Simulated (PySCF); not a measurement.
**Structure and largest two-photon cross section among the few lowest singlets (linear parallel light, single beam, Lorentzian half width 0.1 eV, states within 0.08 eV summed)**

Method: TDDFT CAM-B3LYP/aug-cc-pVDZ excited states, vertical, gas phase (PySCF 2.14.0). Geometry: PBE0-D3(BJ)/def2-SVP.

Each molecule in one low-energy conformer. The parent is S=Cc1ncccn1.

(1) How does the largest two-photon cross section among the few lowest singlets (linear parallel light, single beam, Lorentzian half width 0.1 eV, states within 0.08 eV summed) change along this series?
- S=Cc1ncccn1 (base)
- C#Cc1cnc(C=S)nc1 (H replaced by ethynyl)
- CSc1cnc(C=S)nc1 (H replaced by SCH3)

## Answers

(1) 
| molecule | S1 (eV) | f(S1) | largest σ (GM) | at photon λ (nm) |
| --- | --- | --- | --- | --- |
| S=Cc1ncccn1 | 1.89 | 0.000 | 2.2 | 521 |
| C#Cc1cnc(C=S)nc1 | 1.84 | 0.000 | 12.6 | 582 |
| CSc1cnc(C=S)nc1 | 1.92 | 0.000 | 27.6 | 626 |

The largest two-photon cross section among the few lowest singlets (linear parallel light, single beam, Lorentzian half width 0.1 eV, states within 0.08 eV summed) is lowest for S=Cc1ncccn1 and highest for CSc1cnc(C=S)nc1.
